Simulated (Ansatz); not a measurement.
Basis-set extrapolation for C₄H₁₂ClNSi, SMILES `CC(C)N(C)[SiH2]Cl` (PBE0-D4/def2-TZVP geometry, frozen core, the Gaussian-basis code of Ansatz). Multiplicity 1, RHF reference.

```json
{"": "HF", "def2-TZVPP": "-961.518152", "def2-QZVPP": "-961.550419"}
{"": "MP2 correlation", "def2-TZVPP": "-1.231707", "def2-QZVPP": "-1.319427"}
{"": "CCSD(T) correlation", "def2-TZVPP": "-1.363036", "def2-QZVPP": "not run"}
```

Energies in hartree. Use E(X) = E(∞) + A·exp(−7.88·√X) for Hartree–Fock and E(X) = E(∞) + B·X^(−2.97) for correlation, with X = 3 and 4, and add CCSD(T) minus MP2 of the smaller set to the MP2 limit.

What is the CCSD(T) energy at the basis-set limit?

HF limit: -961.550419 + (-0.032267) × 0.13774 = -961.55486. MP2 limit: -1.319427 + (-0.087720) × 0.74074 = -1.38440. Higher-order term: -1.363036 − (-1.231707) = -0.13133. Total: -963.07059 hartree, 5.15 eV below CCSD(T)/def2-TZVPP.
